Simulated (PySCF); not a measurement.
H3O4S, SMILES O=S(O)(O)=[OH+], charge +1. Atoms are numbered in the order given.

```xyz
8

O      0.0000     0.0000    -1.5409
S      0.0000     0.0000    -0.1190
O     -0.4949     1.2913     0.5744
O      1.3658    -0.2170     0.5744
O     -0.8709    -1.0743     0.5744
H     -0.1829     2.1177     0.1481
H      1.9255    -0.9004     0.1481
H     -1.7425    -1.2173     0.1481
```
Charge +1, spin multiplicity 1.

Geometry optimised at PBE0-D3(BJ)/def2-SVP. The isomer is the one that the SMILES or the coordinates give; other isomers of the formula were not compared. Other conformers were not sampled.

Calculation: PySCF with M06-2X/def2-TZVP.

The molecule is in vacuum.

The total energy is -700.57930 hartree and the point group is C3. The highest occupied level is -18.14 eV and the lowest empty level comes out as -4.91 eV. The orbital gap comes out as 13.23 eV. The dipole moment about the centre of nuclear charge is 0.00 D, the mean static polarisability is 30.5 bohr³ (4.53 Å³) and the polarisability, principal values is 30.4, 30.6, 30.6 bohr³.
